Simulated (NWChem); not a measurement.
System: C3H9B; SMILES CB(C)C

Input file for NWChem:

```
start job
memory heap 200 mb stack 900 mb global 1100 mb
geometry units angstroms noautosym
  B      0.001331    -0.000601    -0.001752
  C      1.146754     1.080567     0.035022
  H      1.874845     0.909393    -0.777933
  H      1.726171     0.936047     0.967617
  H      0.813922     2.128709     0.003616
  C      0.360694    -1.534666    -0.035061
  H     -0.348038    -2.117064    -0.735705
  H      0.120424    -1.928605     1.027234
  H      1.439296    -1.774029    -0.274251
  C     -1.507177     0.453895    -0.001695
  H     -2.250301    -0.356459     0.250203
  H     -1.705621     0.803864    -1.100717
  H     -1.685991     1.401887     0.648873
end
basis spherical
  * library def2-svp
end
dft
  xc pbe0
  grid fine
  iterations 150
end
driver
  maxiter 120
  tight
end
task dft optimize
task dft freq
```

NWChem printed, in part:

```
             Northwest Computational Chemistry Package (NWChem) 7.3.0
             --------------------------------------------------------

                             Geometry "geometry" -> ""
                             -------------------------

 Output coordinates in angstroms (scale by  1.889725989 to convert to a.u.)

  No.       Tag          Charge          X              Y              Z
 ---- ---------------- ---------- -------------- -------------- --------------
    1 B                    5.0000     0.00155013    -0.00058581    -0.00143241
    2 C                    6.0000     1.14697313     1.08058219     0.03534159
    3 H                    1.0000     1.87506413     0.90940819    -0.77761341
    4 H                    1.0000     1.72639013     0.93606219     0.96793659
    5 H                    1.0000     0.81414113     2.12872419     0.00393559
    6 C                    6.0000     0.36091313    -1.53465081    -0.03474141
    7 H                    1.0000    -0.34781888    -2.11704881    -0.73538541
    8 H                    1.0000     0.12064313    -1.92858981     1.02755359
    9 H                    1.0000     1.43951513    -1.77401381    -0.27393141
   10 C                    6.0000    -1.50695788     0.45391019    -0.00137541
   11 H                    1.0000    -2.25008188    -0.35644381     0.25052259
   12 H                    1.0000    -1.70540188     0.80387919    -1.10039741
   13 H                    1.0000    -1.68577188     1.40190219     0.64919259

 Effective nuclear repulsion energy (a.u.)     111.2766411052

                                Z-matrix (autoz)
                                --------

 Units are Angstrom for bonds and degrees for angles

      Type          Name      I     J     K     L     M      Value
      ----------- --------  ----- ----- ----- ----- ----- ----------
    1 Stretch                  1     2                       1.57552
    2 Stretch                  1     6                       1.57595
    3 Stretch                  1    10                       1.57549
    4 Stretch                  2     3                       1.10468
    5 Stretch                  2     4                       1.10740
    6 Stretch                  2     5                       1.10017
    7 Stretch                  6     7                       1.15429
    8 Stretch                  6     8                       1.15818
    9 Stretch                  6     9                       1.13044
   10 Stretch                 10    11                       1.12799
   11 Stretch                 10    12                       1.17035
   12 Stretch                 10    13                       1.16357
   13 Bend                     1     2     3               110.83398
   14 Bend                     1     2     4               108.08870
   15 Bend                     1     2     5               115.66891
   16 Bend                     1     6     7               111.34365
   17 Bend                     1     6     8               105.33156
   18 Bend                     1     6     9               115.35101
   19 Bend                     1    10    11               115.05946
   20 Bend                     1    10    12               104.39361
   21 Bend                     1    10    13               112.46971
   22 Bend                     2     1     6               120.17909
   23 Bend                     2     1    10               119.87701
   24 Bend                     3     2     4               104.75439
   25 Bend                     3     2     5               109.02706
   26 Bend                     4     2     5               107.85819
   27 Bend                     6     1    10               119.94374
   28 Bend                     7     6     8               104.93629
   29 Bend                     7     6     9               110.52242
   30 Bend                     8     6     9               108.66248
   31 Bend                    11    10    12               108.22956
   32 Bend                    11    10    13               111.05118
   33 Bend                    12    10    13               104.79455
   34 Torsion                  2     1     6     7        -140.78437
   35 Torsion                  2     1     6     8         106.00781
   36 Torsion                  2     1     6     9         -13.79731
   37 Torsion                  2     1    10    11        -164.18555
   38 Torsion                  2     1    10    12          77.35616
   39 Torsion                  2     1    10    13         -35.68742
   40 Torsion                  3     2     1     6          52.17420
   41 Torsion                  3     2     1    10        -127.97334
   42 Torsion                  4     2     1     6         -62.09084
   43 Torsion                  4     2     1    10         117.76161
   44 Torsion                  5     2     1     6         176.91780
   45 Torsion                  5     2     1    10          -3.22974
   46 Torsion                  6     1    10    11          15.66725
   47 Torsion                  6     1    10    12        -102.79104
   48 Torsion                  6     1    10    13         144.16538
   49 Torsion                  7     6     1    10          39.36327
   50 Torsion                  8     6     1    10         -73.84454
   51 Torsion                  9     6     1    10         166.35033

                           NWChem Geometry Optimization
                           ----------------------------

 maximum gradient threshold         (gmax) =   0.000015
 rms gradient threshold             (grms) =   0.000010
 maximum cartesian step threshold   (xmax) =   0.000060
 rms cartesian step threshold       (xrms) =   0.000040
 fixed trust radius                (trust) =   0.300000
 source of zmatrix                         =   autoz

          -------------------
          Energy Minimization
          -------------------

 Using diagonal initial Hessian
 Scaling for Hessian diagonals: bonds = 1.00  angles = 0.25  torsions = 0.10

          --------
          Step   0

                                 NWChem DFT Module
                                 -----------------

 Summary of "ao basis" -> "ao basis" (spherical)
 ------------------------------------------------------------------------------
       Tag                 Description            Shells   Functions and Types
 ---------------- ------------------------------  ------  ---------------------
 B                          def2-svp                 6       14   3s2p1d
 C                          def2-svp                 6       14   3s2p1d
 H                          def2-svp                 3        5   2s1p

[...]

      ----------------------
      Optimization converged
      ----------------------

  Step       Energy      Delta E   Gmax     Grms     Xrms     Xmax
  ---- ---------------- -------- -------- -------- -------- --------
@  120    -144.31011616  1.4D-09  0.00000  0.00000  0.00002  0.00006
                                     ok       ok       ok       ok

                                Z-matrix (autoz)
                                --------

 Units are Angstrom for bonds and degrees for angles

      Type          Name      I     J     K     L     M      Value     Gradient
      ----------- --------  ----- ----- ----- ----- ----- ---------- ----------
    1 Stretch                  1     2                       1.57457   -0.00000
    2 Stretch                  1     6                       1.57517   -0.00000
    3 Stretch                  1    10                       1.57428    0.00000
    4 Stretch                  2     3                       1.10104   -0.00000
    5 Stretch                  2     4                       1.10867   -0.00000
    6 Stretch                  2     5                       1.10087   -0.00000
    7 Stretch                  6     7                       1.10203    0.00000
    8 Stretch                  6     8                       1.10819    0.00000
    9 Stretch                  6     9                       1.10023   -0.00000
   10 Stretch                 10    11                       1.10081    0.00000
   11 Stretch                 10    12                       1.10886    0.00000
   12 Stretch                 10    13                       1.10136    0.00000
   13 Bend                     1     2     3               114.16554    0.00000
   14 Bend                     1     2     4               105.71270   -0.00000
   15 Bend                     1     2     5               114.52794   -0.00000
   16 Bend                     1     6     7               113.12962   -0.00000
   17 Bend                     1     6     8               106.09592   -0.00000
   18 Bend                     1     6     9               115.25690    0.00000
   19 Bend                     1    10    11               114.87541    0.00000
   20 Bend                     1    10    12               105.25999   -0.00000
   21 Bend                     1    10    13               114.11360    0.00000
   22 Bend                     2     1     6               120.58805    0.00000
   23 Bend                     2     1    10               119.83239   -0.00000
   24 Bend                     3     2     4               105.84924   -0.00000
   25 Bend                     3     2     5               109.65815    0.00000
   26 Bend                     4     2     5               106.14712    0.00000
   27 Bend                     6     1    10               119.54277   -0.00000
   28 Bend                     7     6     8               105.24810   -0.00000
   29 Bend                     7     6     9               109.49175    0.00000
   30 Bend                     8     6     9               106.87223    0.00000
   31 Bend                    11    10    12               106.30681    0.00000
   32 Bend                    11    10    13               109.73761   -0.00000
   33 Bend                    12    10    13               105.71584    0.00000
   34 Torsion                  2     1     6     7        -148.99673    0.00000
   35 Torsion                  2     1     6     8          96.11106    0.00000
   36 Torsion                  2     1     6     9         -21.93269    0.00000
   37 Torsion                  2     1    10    11        -156.28278   -0.00000
   38 Torsion                  2     1    10    12          87.14655   -0.00000
   39 Torsion                  2     1    10    13         -28.30351   -0.00000
   40 Torsion                  3     2     1     6          33.59896    0.00000
   41 Torsion                  3     2     1    10        -148.61698    0.00000
   42 Torsion                  4     2     1     6         -82.32572    0.00000
   43 Torsion                  4     2     1    10          95.45835    0.00000
   44 Torsion                  5     2     1     6         161.19138    0.00000
   45 Torsion                  5     2     1    10         -21.02456    0.00000
   46 Torsion                  6     1    10    11          21.52457   -0.00000
   47 Torsion                  6     1    10    12         -95.04610    0.00000
   48 Torsion                  6     1    10    13         149.50385   -0.00000
   49 Torsion                  7     6     1    10          33.21283    0.00000
   50 Torsion                  8     6     1    10         -81.67938    0.00000
   51 Torsion                  9     6     1    10         160.27686    0.00000

[...]

 Rotational Constants
 --------------------
 A=   0.244223 cm-1  (  0.351374 K)
 B=   0.241227 cm-1  (  0.347063 K)
 C=   0.130021 cm-1  (  0.187067 K)

 Temperature                      =   298.15K
 frequency scaling parameter      =   1.0000

 Zero-Point correction to Energy  =   70.670 kcal/mol  (  0.112619 au)
 Thermal correction to Energy     =   75.091 kcal/mol  (  0.119666 au)
 Thermal correction to Enthalpy   =   75.683 kcal/mol  (  0.120609 au)

 Total Entropy                    =   81.958 cal/mol-K
   - Translational                =   37.977 cal/mol-K (mol. weight =  56.0797)
   - Rotational                   =   24.847 cal/mol-K (symmetry #  =        1)
   - Vibrational                  =   19.134 cal/mol-K

 Cv (constant volume heat capacity) =   23.035 cal/mol-K
   - Translational                  =    2.979 cal/mol-K
   - Rotational                     =    2.979 cal/mol-K
   - Vibrational                    =   17.076 cal/mol-K

[normal modes left out]

 ----------------------------------------------------------------------------
 Normal Eigenvalue ||           Projected Infra Red Intensities
  Mode   [cm**-1]  || [atomic units] [(debye/angs)**2] [(KM/mol)] [arbitrary]
 ------ ---------- || -------------- ----------------- ---------- -----------
    1       -0.000 ||    0.000007           0.000         0.007       0.005
    2       -0.000 ||    0.000005           0.000         0.005       0.003
    3       -0.000 ||    0.000000           0.000         0.000       0.000
    4        0.000 ||    0.000000           0.000         0.000       0.000
    5        0.000 ||    0.000000           0.000         0.000       0.000
    6        0.000 ||    0.000003           0.000         0.003       0.002
    7       15.910 ||    0.000270           0.006         0.264       0.193
    8      104.370 ||    0.001198           0.028         1.168       0.857
    9      137.363 ||    0.001303           0.030         1.270       0.932
   10      315.790 ||    0.000306           0.007         0.298       0.219
   11      316.755 ||    0.000449           0.010         0.437       0.321
   12      347.465 ||    0.000832           0.019         0.811       0.595
   13      616.072 ||    0.000900           0.021         0.878       0.644
   14      628.134 ||    0.000914           0.021         0.891       0.654
   15      718.438 ||    0.000441           0.010         0.430       0.315
   16      811.087 ||    0.000118           0.003         0.115       0.085
   17      858.857 ||    0.003827           0.088         3.731       2.738
   18      872.041 ||    0.000230           0.005         0.224       0.164
   19      963.861 ||    0.040722           0.939        39.698      29.137
   20     1164.844 ||    0.046087           1.063        44.928      32.976
   21     1166.748 ||    0.042432           0.979        41.365      30.360
   22     1295.101 ||    0.001433           0.033         1.397       1.026
   23     1318.153 ||    0.147850           3.411       144.132     105.787
   24     1323.719 ||    0.145933           3.367       142.263     104.416
   25     1410.362 ||    0.000685           0.016         0.667       0.490
   26     1414.321 ||    0.000217           0.005         0.211       0.155
   27     1421.870 ||    0.000788           0.018         0.769       0.564
   28     1439.291 ||    0.005064           0.117         4.937       3.624
   29     1445.966 ||    0.002438           0.056         2.377       1.745
   30     1454.524 ||    0.010789           0.249        10.518       7.720
   31     3025.498 ||    0.001028           0.024         1.002       0.736
   32     3026.763 ||    0.000427           0.010         0.416       0.305
   33     3030.452 ||    0.000583           0.013         0.568       0.417
   34     3112.085 ||    0.006966           0.161         6.791       4.984
   35     3112.829 ||    0.012233           0.282        11.925       8.753
   36     3114.863 ||    0.019069           0.440        18.590      13.644
   37     3156.752 ||    0.001306           0.030         1.273       0.935
   38     3157.892 ||    0.020655           0.477        20.135      14.778
   39     3159.482 ||    0.027561           0.636        26.868      19.720
 ----------------------------------------------------------------------------
```

Level: PBE0/def2-SVP.
